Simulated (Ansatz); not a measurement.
The cluster Ag3Pd, relaxed as a doublet with UKS r2SCAN-D4/def2-SVP in Ansatz, starting from the GFN2-xTB geometry. Force threshold 0.02 eV/Å.

In the def2 sets Ag, Pd take a core potential; there is no spin–orbit coupling. The relaxation made no stability test and no search for a lower SCF solution. The structure comes from a short search, and lower isomers may exist.

Start:

```xyz
4

Pd   -0.455   -0.297    0.216
Ag    1.262    0.392   -1.897
Ag    1.664    1.523    0.483
Ag   -2.471   -1.618    1.198
```

Task: Estimate the energy that the relaxation releases and the steps that it takes.

Result: 0.75 eV, in 27 steps; 2.4 min on 4 threads of Arm Neoverse V2 on a shared host. The force fell under the threshold at step 4, but the optimiser went on and released 0.644 eV more. No frequencies were taken in this run, so the end may be a saddle point.

Task: Does the start keep its bonding and symmetry?

Result: Bonds formed: Ag2–Ag4 (atoms count from 1). Point group C2v at the start, Cs at the end, both within 0.05 Å.

Task: Predict the relaxed structure.

Result: 
```csv
atom,x (Å),y (Å),z (Å)
Pd1,-0.964,0.825,0.355
Ag2,0.866,-0.680,-0.780
Ag3,1.561,1.603,0.429
Ag4,-1.463,-1.747,-0.004
```
Bond lengths (bridged metal pairs left out): 3 × Ag–Pd 2.63 to 2.64 Å; 2 × Ag–Ag 2.68 Å.
